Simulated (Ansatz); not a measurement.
Consider the substitution at a C–Si bond: `CC[SiH](O)[SiH3]` + `C[SeH]` → `CC[Se]C` + `O[SiH2][SiH3]`.

Gas-phase electronic energies from Ansatz, PBE0-D4/def2-TZVP geometries. CCSD(T)/CBS is the MP2 limit (def2-TZVPP, def2-QZVPP) plus CCSD(T) − MP2 in def2-TZVPP, frozen cores. DFT in def2-TZVPP. For Se outer-core shells are correlated without core-valence functions, which leaves a few kJ/mol of doubt a bond. Scalar relativity is left out up to krypton. One conformer a species, not always the lowest.

`CC[SiH](O)[SiH3]`:

Cartesian coordinates in Å:
```
C -0.544 2.043 0.900
C 0.146 0.682 0.912
Si -0.332 -0.408 -0.536
O 0.011 0.311 -1.991
Si 0.840 -2.436 -0.510
H -0.262 2.648 1.766
H -1.633 1.939 0.914
H -0.278 2.616 0.007
H 1.234 0.805 0.912
H -0.099 0.135 1.830
H -1.805 -0.663 -0.444
H -0.584 0.997 -2.295
H 0.578 -3.143 0.776
H 0.420 -3.325 -1.627
H 2.307 -2.200 -0.615
```

`C[SeH]`:

```xyz
6

C     0.253   -0.484   -0.015
Se   -1.265    0.710    0.248
H     0.612   -0.425   -1.040
H    -0.119   -1.489    0.179
H     1.048   -0.252    0.689
H    -0.528    1.940   -0.062
```

`CC[Se]C`:

```xyz
12

C     1.532    1.255   -0.502
C     0.472    0.455    0.225
Se   -0.534   -0.638   -1.041
C    -1.722   -1.467    0.250
H     2.238    0.600   -1.017
H     1.086    1.921   -1.244
H     2.097    1.869    0.204
H     0.919   -0.215    0.962
H    -0.236    1.110    0.737
H    -2.321   -0.710    0.756
H    -1.151   -2.046    0.975
H    -2.381   -2.135   -0.304
```

`O[SiH2][SiH3]`:

Z-matrix (Å, degrees):
```
Si
Si 1 2.347
O 1 1.654 2 112.4
H 1 1.484 2 110.6 3 117.6
H 1 1.493 2 108.5 3 -123.5
H 2 1.489 1 110.0 3 177.8
H 2 1.491 1 110.1 3 58.6
H 2 1.488 1 111.4 3 -61.5
H 3 0.958 1 117.6 2 -58.8
```

| level | ΔE (kcal/mol) |
| --- | --- |
| r2SCAN-D4 | 8.9 |
| B2PLYP | 8.0 |
| PBE | 8.1 |
| PBE0 | 8.6 |
| CCSD(T)/def2-TZVPP | 8.2 |
| HF/def2-QZVPP | 8.1 |
| SCS-MP2/def2-QZVPP | 7.2 |
| HF/CBS(def2) | 8.1 |

What does CCSD(T)/CBS give? (Estimate.)

Computed: +8.2 kcal/mol. The listed levels differ from it by 0.7, -0.2, -0.1, 0.4, 0.0, -0.1, -1.0, -0.1 kcal/mol.

Largest T1 diagnostic among the species: 0.012.
